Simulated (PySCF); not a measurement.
Gas-phase reaction: GeI₄ ⇌ GeI₂ + I₂

Method: PySCF energies (xtb for GFN2) plus ideal-gas RRHO corrections (1 bar). † marks an energy on the PBE0/def2-TZVP geometry and frequencies; other levels use their own. MP2 freezes the core. All species are closed-shell singlets. B3LYP is the form with VWN-RPA correlation. I: scalar-relativistic def2 core potential, no spin-orbit coupling. Ge: all electrons, no relativistic terms. MP2 isn't extrapolated to the basis-set limit.

| level | ΔH°(298 K), kJ |
|---|---|
| B3LYP/def2-TZVP† | 146 |
| BLYP/def2-TZVP† | (withheld) |
| GFN2-xTB | 95 |
| MP2/def2-TZVPP† | (withheld) |
| PBE/def2-TZVP† | 164 |
| r2SCAN/def2-TZVP† | 199 |
| ωB97M-V/def2-TZVP† | (withheld) |

Some entries are withheld; supply them.


- BLYP/def2-TZVP†, ΔH°(298 K), kJ: 119
- MP2/def2-TZVPP†, ΔH°(298 K), kJ: 254
- ωB97M-V/def2-TZVP†, ΔH°(298 K), kJ: 196
